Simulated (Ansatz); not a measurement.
`SB[SiH2][SeH]` + NH₃ → `NB[SiH2][SeH]` + H₂S  (ligand exchange at a B–S bond)

Computed with Ansatz on PBE0-D4/def2-TZVP structures; ΔE is electronic, products minus reactants. CCSD(T)/CBS is the MP2 limit (def2-TZVPP, def2-QZVPP) plus CCSD(T) − MP2 in def2-TZVPP, frozen cores. This one scheme is used for every species. DFT in def2-TZVPP. B3LYP here is the variant with VWN-RPA as its local correlation; programs differ in this. For Se outer-core shells are correlated without core-valence functions, which leaves a few kJ/mol of doubt a bond. Scalar relativity is left out up to krypton. Each species was taken in one conformer, which may not be the lowest.

`SB[SiH2][SeH]`:

Z-matrix (Å, degrees):
```
Si
B 1 2.008
Se 1 2.290 2 113.5
H 1 1.490 2 110.2 3 -124.9
H 1 1.489 2 110.5 3 116.0
S 2 1.760 1 118.3 3 -2.0
H 2 1.193 1 121.8 3 177.8
H 3 1.469 1 93.3 2 -56.4
H 6 1.347 2 99.6 1 179.4
```

NH₃:

```xyz
4

N     0.086   -0.068   -0.259
H     0.866    0.116    0.360
H    -0.493    0.762   -0.263
H    -0.459   -0.810    0.162
```

`NB[SiH2][SeH]`:

Z-matrix (Å, degrees):
```
Si
B 1 2.012
Se 1 2.298 2 109.3
H 1 1.488 2 113.9 3 -114.4
H 1 1.494 2 112.8 3 122.5
N 2 1.385 1 120.4 3 -111.0
H 2 1.198 1 121.3 3 66.6
H 3 1.469 1 93.4 2 49.2
H 6 1.008 2 123.0 1 177.7
H 6 1.007 2 123.7 1 -2.7
```

H₂S:

Cartesian coordinates in Å:
```
S -0.142 0.530 0.287
H 0.986 0.034 -0.241
H -0.844 -0.564 -0.046
```

```csv
level,ΔE (kJ/mol)
PBE0-D4,-39.1
B3LYP-D4,-44.4
ωB97M-V,-45.1
B3LYP,-50.0
HF/def2-TZVPP,-54.1
MP2/def2-TZVPP,-38.6
CCSD(T)/def2-TZVPP,-42.1
CCSD/CBS(def2),-42.4
```

(1) What does CCSD(T)/CBS give? (Best estimate.)

Largest T1 diagnostic among the species: 0.013.

## Answers

(1) The calculation gave: -39.3 kJ/mol. The listed levels differ from it by 0.2, -5.1, -5.8, -10.7, -14.8, 0.7, -2.8, -3.1 kJ/mol.

In def2-TZVPP, CCSD(T) changes the Hartree–Fock value by +12.0 kJ/mol (the triples alone add +3.1 kJ/mol) and MP2 by +15.5 kJ/mol. The D4 term adds +5.6 kJ/mol with B3LYP and +2.9 kJ/mol with PBE0; it sums over pairs of atoms, weighted by their polarisabilities, and B3LYP, whose exchange is more repulsive, gets the larger term.
